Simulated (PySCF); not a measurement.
## Two-component Hartree-Fock for La (lanthanum, neutral)

Start: [Xe] 5d1 6s1 6p1; 5d5/2 filled at m_j = +5/2; 6s1/2 filled at m_j = +1/2; 6p3/2 filled at m_j = +3/2. Calculated with PySCF 2.14 in x2c-TZVPall-2c (11s11p10d2f, 108 functions): generalised Hartree-Fock with the X2C-1e Hamiltonian and a Gaussian nucleus; spin-orbit coupling (SO) screened by Boettger's factors. This is a chosen level, not necessarily the ground level.

```json
{"spinor shell": "1s1/2", "electrons": "2", "ε, screened SO (eV)": "-39117.4", "weight of nominal j (screened SO)": "1.000", "rms radius, screened SO (bohr)": "0.0286"}
{"spinor shell": "2s1/2", "electrons": "2", "ε, screened SO (eV)": "-6336.0", "weight of nominal j (screened SO)": "1.000", "rms radius, screened SO (bohr)": "0.116"}
{"spinor shell": "2p1/2", "electrons": "2", "ε, screened SO (eV)": "-5962.1", "weight of nominal j (screened SO)": "1.000", "rms radius, screened SO (bohr)": "0.100"}
{"spinor shell": "2p3/2", "electrons": "4", "ε, screened SO (eV)": "-5545.5", "weight of nominal j (screened SO)": "1.000", "rms radius, screened SO (bohr)": "0.106"}
{"spinor shell": "3s1/2", "electrons": "2", "ε, screened SO (eV)": "-1402.2", "weight of nominal j (screened SO)": "1.000", "rms radius, screened SO (bohr)": "0.303"}
{"spinor shell": "3p1/2", "electrons": "2", "ε, screened SO (eV)": "-1243.3", "weight of nominal j (screened SO)": "1.000", "rms radius, screened SO (bohr)": "0.295"}
{"spinor shell": "3p3/2", "electrons": "4", "ε, screened SO (eV)": "-1159.9", "weight of nominal j (screened SO)": "1.000", "rms radius, screened SO (bohr)": "0.308"}
{"spinor shell": "3d3/2", "electrons": "4", "ε, screened SO (eV)": "-884.21", "weight of nominal j (screened SO)": "1.000", "rms radius, screened SO (bohr)": "0.279"}
{"spinor shell": "3d5/2", "electrons": "6", "ε, screened SO (eV)": "-866.61", "weight of nominal j (screened SO)": "1.000", "rms radius, screened SO (bohr)": "0.283"}
{"spinor shell": "4s1/2", "electrons": "2", "ε, screened SO (eV)": "-303.66", "weight of nominal j (screened SO)": "1.000", "rms radius, screened SO (bohr)": "0.694"}
{"spinor shell": "4p1/2", "electrons": "2", "ε, screened SO (eV)": "-242.66", "weight of nominal j (screened SO)": "1.000", "rms radius, screened SO (bohr)": "0.719"}
{"spinor shell": "4p3/2", "electrons": "4", "ε, screened SO (eV)": "-224.82", "weight of nominal j (screened SO)": "1.000", "rms radius, screened SO (bohr)": "0.746"}
{"spinor shell": "4d3/2", "electrons": "4", "ε, screened SO (eV)": "-122.52", "weight of nominal j (screened SO)": "1.000", "rms radius, screened SO (bohr)": "0.820"}
{"spinor shell": "4d5/2", "electrons": "6", "ε, screened SO (eV)": "-119.41", "weight of nominal j (screened SO)": "1.000", "rms radius, screened SO (bohr)": "0.830"}
{"spinor shell": "5s1/2", "electrons": "2", "ε, screened SO (eV)": "-50.423", "weight of nominal j (screened SO)": "1.000", "rms radius, screened SO (bohr)": "1.67"}
{"spinor shell": "5p1/2", "electrons": "2", "ε, screened SO (eV)": "-31.269", "weight of nominal j (screened SO)": "0.977", "rms radius, screened SO (bohr)": "1.86"}
{"spinor shell": "5d5/2", "electrons": "1", "ε, screened SO (eV)": "-7.369", "weight of nominal j (screened SO)": "1.000", "rms radius, screened SO (bohr)": "3.35"}
{"spinor shell": "6s1/2", "electrons": "1", "ε, screened SO (eV)": "-6.729", "weight of nominal j (screened SO)": "0.974", "rms radius, screened SO (bohr)": "4.78"}
{"spinor shell": "6p3/2", "electrons": "1", "ε, screened SO (eV)": "-4.010", "weight of nominal j (screened SO)": "1.000", "rms radius, screened SO (bohr)": "6.02"}
```

**Question.** Where does 5p3/2 lie, and what is the 5p spin-orbit splitting (screened SO)?

**Answer.** At -28.822 eV, 2.447 eV above 5p1/2.

| quantity | screened SO |
| --- | --- |
| E (hartree) | -8491.09440 |
| M_J | 9/2 |
| ⟨J²⟩ | 24.920 |
| ⟨L²⟩ | 12.208 |
| ⟨S²⟩ | 3.790 |

Each row is a mean over spinors that exchange with the open shell spreads, by up to 2.319 eV (5p3/2).

⟨J²⟩ departs a little from M_J(M_J + 1) because the unrestricted spinors polarise the closed shells.

Breit and QED terms are absent; they matter most for the inner s and p1/2 levels.

Densities and radii are taken from the X2C orbitals without a picture-change correction, which distorts them close to the nucleus.
